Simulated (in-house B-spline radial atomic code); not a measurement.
Configurations of Ga⁺, with energies counted from [Ar] 3d10 4s2. Level of theory: non-relativistic M06-2X, spin-polarised, spherical fractional occupations, exact exchange averaged over the configuration, point nucleus; calculated with an all-electron radial atomic-structure program (B-spline basis). Shells without spins written out take the highest spin.

Occupations are held fixed; configurations that lie above the ionisation limit could autoionise.

```tsv
configuration	E - E(ref) (eV)	highest orbital	its <r> (bohr)
[Ar] 3d10 4s1 4p1	5.7663	4p up	2.722
[Ar] 3d10 4s1 5s1	12.205	5s up	5.411
[Ar] 3d9 4s2 5p1	30.102	5p up	6.155
[Ne] 3s2 3p5 3d10 4s2 5p1	112.67	5p up	6.147
```

Order these further configurations by energy, lowest first.
A. [Ar] 3d9 4s2 4p1
B. [Ar] 3d9 4s2 4d1
C. [Ar] 3d9 4s2 4f1
D. [Ne] 3s2 3p5 3d10 4s2 4f1
E. [Ne] 3s2 3p5 3d10 4s2 5s1

A (21.275 eV), B (29.708 eV), C (31.911 eV), E (110.95 eV), D (114.48 eV).
